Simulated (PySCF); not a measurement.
**Excitation energy of Xe by level of theory**

Xe [Xe] (1S) → Xe [Kr] 4d10 5s1 5p6 6p1, s spin flipped, as a difference of total energies. Calculation: PySCF 2.14, in aug-cc-pV5Z-PP with ECP28MDF; scalar relativity through the core potential. Correlated levels: valence: 4s2 4p6 4d10 frozen. The calculations carry no spin-orbit coupling.

```
           method  excitation energy (eV)
              UHF                  24.234
              LDA                  22.211
              PBE                  21.890
             PBE0                  22.720
           r2SCAN                  22.610
             BLYP                  21.868
            M06-L                  22.269
           revPBE                  21.814
    MP2 (valence)                  23.316
SCS-MP2 (valence)                  22.845
```

**Question.** How much does correlation contribute at MP2 (valence)?

**Answer.** 23.316 − (24.234) = -0.918 eV, measured against UHF.

The upper determinant mixes two multiplicities, so it lies between the two terms.

The upper state lies above the first ionisation limit, where it may autoionise and the basis confines it. A Rydberg-like electron needs more diffuse functions than a valence basis has.

The promoted electron is Rydberg-like, and one or two diffuse shells describe it only roughly, which tends to raise the upper state.
